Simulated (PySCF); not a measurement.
furan-2-ylsilane (C₄H₆OSi), SMILES o1c([SiH3])ccc1. Atoms are numbered in the order given.

```xyz
12

Si    -0.0084     2.0505     0.0000
C      0.0989     0.1850     0.0000
C      1.1619    -0.6794     0.0000
C      0.6191    -2.0085     0.0000
C     -0.7352    -1.8509     0.0000
O     -1.0625    -0.5417     0.0000
H     -0.7260     2.5428    -1.2104
H     -0.7260     2.5428     1.2104
H      1.3897     2.5660     0.0000
H      2.2144    -0.3972     0.0000
H      1.1644    -2.9511     0.0000
H     -1.5662    -2.5543     0.0000
```
Charge 0, spin multiplicity 1.

Coordinates come from a ωB97X-D3(BJ)/def2-SVP optimisation.

Vertical ionisation energy (IE) and electron affinity (EA) in eV. Rows of orbital energies are one-electron estimates. Where ΔSCF, EOM or ADC give a negative EA the extra electron is unbound and the value depends on the basis.

```json
[
 {"level": "−ε(HOMO), −ε(LUMO), M06-2X/def2-TZVP (PySCF)", "IE": "7.85", "EA": "-0.58"},
 {"level": "−ε(HOMO), −ε(LUMO), PBE/def2-TZVP (PySCF)", "IE": "___", "EA": "___"}
]
```

Q: Fill in the missing entries. (The exact figures need the calculation; the answer reports its results.)

A: 
- −ε(HOMO), −ε(LUMO), PBE/def2-TZVP (PySCF), IE: 5.77
- −ε(HOMO), −ε(LUMO), PBE/def2-TZVP (PySCF), EA: 1.24
